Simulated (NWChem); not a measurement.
Species: CHBClNO$_{2}$; SMILES OB(Cl)N=C=O

```xyz
7

B      0.4722    -0.5886     0.0000
Cl    -0.9540    -1.6497     0.0000
N      0.3017     0.8139     0.0000
C     -0.0709     1.9506     0.0000
O     -0.4036     3.0673     0.0000
O      1.7107    -1.1099     0.0000
H      1.7143    -2.0730     0.0000
```
Atoms are numbered in this order, from 1.

All runs: NWChem. Pople sets run with spherical d functions. Medium grid unless said otherwise, to which SCAN and Minnesota functionals are sensitive. The geometry was optimised at PBE0/def2-SVP.

### Question
Estimate the computed values for SCAN/6-31G*. Quantities: highest occupied level (eV); orbital gap (eV); dipole (D).

### Answer
```yaml
highest occupied level (eV): -7.64
orbital gap (eV): 6.28
dipole (D): 2.27
```
